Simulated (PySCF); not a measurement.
# From orbital energies to the Hartree-Fock energy

System: H2, singlet, geometry from GFN2-xTB. Level: HF/3-21G in PySCF. Sums are taken with unrounded values, so a last digit can differ.

Occupied orbital energies (Eh, each doubly occupied): -0.58154. One-electron energy -2.44309 Eh, nuclear repulsion 0.68132 Eh.

Q: Work out the total energy, and say why twice the sum of orbital energies isn't the electronic energy.

A: Twice the sum of the occupied levels is -1.16308 Eh. It holds the one-electron energy once and the electron-electron energy twice, since each pair is counted from both sides: 2Σε = E1 + 2 E2. So E2 = (-1.16308 - (-2.44309))/2 = 0.64000 Eh, and E = E1 + E2 + E_nuc = -1.12177 Eh. PySCF's converged energy is -1.12177 Eh.
